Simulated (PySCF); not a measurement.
`C=CC[Si@@H](O)[SiH2]S`: 4 charge schemes on one density

Species: C₃H₁₀OSSi₂.
Z-matrix (Å and degrees, GFN2-xTB geometry), rows numbered from 1:
```
C 
C   1  1.3227
C   2  1.4857  1  124.53
Si  3  1.9202  2  109.44  1   -95.75
O   4  1.6296  3  109.83  2    59.86
Si  4  2.2933  3  114.77  2   170.46
S   6  2.1639  4  107.29  3    59.37
H   1  1.0785  2  121.53  3    -3.26
H   1  1.0767  2  122.17  3   178.17
H   2  1.0824  1  119.78  3  -176.76
H   3  1.0912  2  110.06  1    24.33
H   3  1.0885  2  110.26  1   143.17
H   4  1.4723  3  106.89  2   -58.76
H   5  0.9548  4  121.38  3   -46.54
H   6  1.4679  4  118.45  3   -58.23
H   6  1.4651  4  115.63  3   175.04
H   7  1.3214  6   96.62  4   176.40
```

Density: PBE0/pcSseg-1 (PySCF); schemes: Mulliken, IAO, Hirshfeld and ESP-fitted. One conformer (not necessarily the lowest) at the GFN2-xTB geometry, without solvent, vibrations or thermal averaging.

Problem. Do the Mulliken, IAO, Hirshfeld and ESP-fitted schemes agree on where the charge is highest?

Solution. All schemes agree: Mulliken Si4 (+0.772); IAO Si4 (+0.900); Hirshfeld Si4 (+0.345); ESP-fitted Si4 (+0.801).

Problem. At which atom do the 4 schemes differ most?

Solution. At Si4: from +0.345 (Hirshfeld) to +0.900 e (IAO), 0.555 e apart.

Problem. Give the atomic charges in each scheme.

Solution. In e:

```
atom                  environment  Mulliken     IAO  Hirshfeld  ESP-fitted
  C1         terminal =CH2 carbon    -0.176  -0.347     -0.112      -0.510
  C2             alkene CH carbon    -0.255  -0.121     -0.034      -0.036
  C3  sp3 carbon bound to silicon    -0.495  -0.555     -0.160      -0.438
 Si4         oxygen-bound silicon    +0.772  +0.900     +0.345      +0.801
  O5               silanol oxygen    -0.560  -0.796     -0.309      -0.692
 Si6                 SiH2 silicon    +0.217  +0.379     +0.224      +0.028
  S7    sulfur bonded to Si and H    -0.409  -0.345     -0.171      -0.466
  H8             vinylic hydrogen    +0.110  +0.143     +0.044      +0.209
  H9             vinylic hydrogen    +0.120  +0.153     +0.045      +0.187
 H10             vinylic hydrogen    +0.117  +0.147     +0.048      +0.126
 H11           methylene hydrogen    +0.153  +0.155     +0.046      +0.140
 H12           methylene hydrogen    +0.163  +0.164     +0.047      +0.170
 H13                Si–H hydrogen    -0.093  -0.143     -0.084      -0.172
 H14            hydroxyl hydrogen    +0.250  +0.366     +0.168      +0.413
 H15                Si–H hydrogen    -0.036  -0.101     -0.075      -0.012
 H16                Si–H hydrogen    -0.035  -0.102     -0.077      -0.014
 H17                 S–H hydrogen    +0.159  +0.105     +0.057      +0.265
```

Mean size of the charges over all atoms: IAO 0.295 e, ESP-fitted 0.275 e, Mulliken 0.243 e, Hirshfeld 0.120 e. Each set sums to the total charge, 0, to within 0.001 e. The Hirshfeld scheme weights the molecular density at each point by an atom's share of the summed free-atom densities.

Problem. How many electrons does the IAO scheme count on C2?

Solution. Z − q = 6 − (-0.121) ≈ 6.122.

Problem. How closely do the schemes follow one another over all atoms?

Solution. Correlation coefficient and root-mean-square difference: IAO with Hirshfeld 0.98, 0.233 e; Mulliken with IAO 0.97, 0.104 e; IAO with ESP-fitted 0.95, 0.123 e; Mulliken with Hirshfeld 0.94, 0.176 e; Mulliken with ESP-fitted 0.94, 0.128 e; Hirshfeld with ESP-fitted 0.90, 0.232 e.
